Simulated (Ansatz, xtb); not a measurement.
# Relative energy of two structures of CH3AlCl2

We compare a, a singlet given by its coordinates, with b, `[CH3][Al]([Cl])[Cl]`, a singlet. Both are isolated molecules in the gas phase, relaxed with r2SCAN-D4/def2-SVP.

a (Å):

```tsv
atom	x (Å)	y (Å)	z (Å)
C	-1.3744	-0.0559	0.2276
Al	0.5220	0.2078	-0.1695
Cl	1.4898	-1.3040	-1.2828
Cl	-0.5969	-0.7180	1.8258
H	-2.0405	0.7568	0.5457
H	1.2819	1.5346	0.1950
H	-1.9454	-0.8976	-0.1858
```

Close contacts (Å): C1–Al2 1.96, C1–Cl4 1.90, Al2–Cl3 2.11, Al2–Cl4 2.47, C1–H5 1.10, C1–H7 1.10, Al2–H6 1.57.

b (Å):

```xyz
7

C    -1.0879   -0.1463   -0.6881
Al    0.5430    0.4963    0.1199
Cl    2.1300   -0.8101    0.5616
Cl    0.8375    2.5207    0.6033
H    -1.8296    0.6545   -0.8314
H    -1.5470   -0.9348   -0.0681
H    -0.8809   -0.6020   -1.6713
```

Quicker runs give these differences E(b) − E(a): GFN2-xTB −1.649 eV; HF/STO-3G −3.091 eV (at GFN2-xTB geometries); r2SCAN-D4/def2-SVP//GFN2-xTB −2.609 eV.

**Question.** Estimate E(b) − E(a) at the level CCSD(T)/def2-TZVP.

**Answer.** Calculated at CCSD(T)/def2-TZVP: E(b) − E(a) = −2.411 eV, so structure b lies lower.

The same difference at several levels:

```tsv
level	geometry	E(b) − E(a) (eV)	departure from the last row (eV)	job, with rough time for the two
GFN2-xTB	GFN2-xTB	−1.649	+0.763	optimisation, 0.24 s
HF/STO-3G	GFN2-xTB	−3.091	−0.679	single point, 0.24 s
r2SCAN-D4/def2-SVP//GFN2-xTB	GFN2-xTB	−2.609	−0.198	single point, 3.8 s
r2SCAN-D4/def2-SVP	r2SCAN-D4/def2-SVP	−2.457	−0.045	optimisation, 24 s
HF/def2-TZVP	r2SCAN-D4/def2-SVP	−2.529	−0.117	part of the CCSD(T) run
MP2/def2-TZVP	r2SCAN-D4/def2-SVP	−2.496	−0.085	part of the CCSD(T) run
CCSD(T)/def2-TZVP	r2SCAN-D4/def2-SVP	−2.411		single point, 52 s
```

None of the levels shown reverses the order. The largest departure from CCSD(T)/def2-TZVP is that of GFN2-xTB, 0.763 eV. A small imaginary or near-zero mode remains, so no thermal terms are given.

The correlated steps freeze 16 core orbitals. Run with Ansatz 0.2.0, xtb 6.7.1; the last row on 2 threads of Arm Neoverse V1 on a shared host.
